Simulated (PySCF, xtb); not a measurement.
Hf(Me)(H)3 (CH₆Hf), SMILES [CH3][HfH3], multiplicity 1.

GFN2-xTB (xtb) at its own geometry gives an orbital gap of 3.97 eV and a dipole moment of 0.62 D.

Geometry optimised at r2SCAN-D4/def2-TZVP. The multiplicity is an assumed one; other spin states were not compared. The def2 effective core potentials stand for the cores of Hf; spin–orbit coupling is left out.

What does CAM-B3LYP/def2-TZVPD run with PySCF give? (Estimate from the structure and the level; the computed values follow.)

gap 8.91 eV (levels -9.48 and -0.57 eV), dipole 0.93 D.
